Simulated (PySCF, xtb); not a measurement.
RbCl, SMILES [Rb][Cl].

GFN2-xTB in xtb 6.7.1 at its own geometry gives an orbital gap of 1.50 eV and a dipole moment of 8.53 D.

Coordinates come from a PBE0-D3(BJ)/def2-TZVPD optimisation. The def2 effective core potentials stand for the cores of Rb; spin–orbit coupling is left out.

Q: What does PySCF with PBE0/def2-TZVPD give? (Estimate from the structure and the level; the computed values follow.)

A: gap 4.53 eV (levels -5.89 and -1.36 eV), dipole 10.89 D.
